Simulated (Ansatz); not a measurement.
A nudged elastic band was laid between two geometries of F₂H₄OW (8 atoms, charge 0, multiplicity 1).

The calculation used Ansatz 0.2.0, RHF/def2-SVP.

```
movable images  : 9
climbing image  : yes
spring          : 5.0 eV/Å²
optimiser       : quadratic models (default)
start path      : through a guess of the saddle point
force threshold : 0.03 eV/Å
iteration limit : 60
end points      : relaxed
```

Image 0:

```xyz
8
Properties=species:S:1:pos:R:3
W 0.060 0.358 0.108
O 0.187 0.206 1.927
H 0.426 0.081 2.829
H 1.112 -1.244 0.039
F -0.268 2.232 0.007
H -1.327 -0.568 -0.050
H 0.371 -1.547 -0.046
F 0.467 0.330 -1.707
```

Image 10:

```xyz
8
Properties=species:S:1:pos:R:3
W -0.022 0.361 -0.478
O 0.294 -0.276 1.682
H 0.557 0.348 2.348
H 0.431 -1.169 1.964
F 0.175 1.873 0.674
H -1.230 -0.781 -0.236
H 0.912 -1.041 -0.542
F -0.088 0.532 -2.303
```

Question: What changes between the two ends?

Answer: Bonds broken: W1–H4, H4–H7. Bonds formed: O2–H4.

Question: Give the energies along the band, and the barrier.

Answer: The forces met the threshold. The highest image is number 5 of 0 to 10, 1.70 eV above the first end and 1.38 eV above the last; the last end lies 0.32 eV above the first. A vibrational analysis at the climbing image gives one clearly imaginary mode, 1630i cm⁻¹: a first-order saddle point. The orbitals stay closed-shell, which can raise the energy where a bond breaks towards radicals; this wasn't checked here.

```json
{"image": "0", "path coordinate (Å)": "0.00", "energy (eV)": "0.00", "W1–H4 (Å)": "1.92", "H4–H7 (Å)": "0.81", "O2–H4 (Å)": "2.55"}
{"image": "1", "path coordinate (Å)": "0.42", "energy (eV)": "0.12", "W1–H4 (Å)": "2.01", "H4–H7 (Å)": "0.78", "O2–H4 (Å)": "2.47"}
{"image": "2", "path coordinate (Å)": "0.84", "energy (eV)": "0.41", "W1–H4 (Å)": "2.14", "H4–H7 (Å)": "0.75", "O2–H4 (Å)": "2.27"}
{"image": "3", "path coordinate (Å)": "1.26", "energy (eV)": "0.65", "W1–H4 (Å)": "2.16", "H4–H7 (Å)": "0.75", "O2–H4 (Å)": "2.03"}
{"image": "4", "path coordinate (Å)": "1.68", "energy (eV)": "1.08", "W1–H4 (Å)": "2.01", "H4–H7 (Å)": "0.77", "O2–H4 (Å)": "1.70"}
{"image": "5", "path coordinate (Å)": "2.10", "energy (eV)": "1.70", "W1–H4 (Å)": "1.96", "H4–H7 (Å)": "0.97", "O2–H4 (Å)": "1.27"}
{"image": "6", "path coordinate (Å)": "2.58", "energy (eV)": "0.85", "W1–H4 (Å)": "2.25", "H4–H7 (Å)": "1.45", "O2–H4 (Å)": "0.97"}
{"image": "7", "path coordinate (Å)": "3.06", "energy (eV)": "0.48", "W1–H4 (Å)": "2.65", "H4–H7 (Å)": "1.90", "O2–H4 (Å)": "0.95"}
{"image": "8", "path coordinate (Å)": "3.54", "energy (eV)": "0.38", "W1–H4 (Å)": "2.85", "H4–H7 (Å)": "2.23", "O2–H4 (Å)": "0.95"}
{"image": "9", "path coordinate (Å)": "4.01", "energy (eV)": "0.34", "W1–H4 (Å)": "2.92", "H4–H7 (Å)": "2.47", "O2–H4 (Å)": "0.95"}
{"image": "10", "path coordinate (Å)": "4.49", "energy (eV)": "0.32", "W1–H4 (Å)": "2.92", "H4–H7 (Å)": "2.55", "O2–H4 (Å)": "0.95"}
```

Question: What is the geometry of the highest image?

Answer: 
```xyz
8
Properties=species:S:1:pos:R:3
W 0.039 0.380 -0.275
O 0.780 0.048 1.643
H 0.183 0.014 2.380
H 0.775 -0.992 0.911
F -0.026 2.164 0.296
H -1.481 -0.182 0.133
H 0.633 -1.400 0.047
F 0.127 -0.183 -2.029
```

Question: What are the harmonic wavenumbers there?

Answer: 1630i, 157, 174, 232, 288, 538, 556, 626, 712, 729, 748, 795, 1198, 1331, 2005, 2040, 2183, 4134 cm⁻¹.

Time of the run: 11 min on 1 thread of Arm Neoverse V2, with other jobs on the host, peak memory 0.2 GiB.
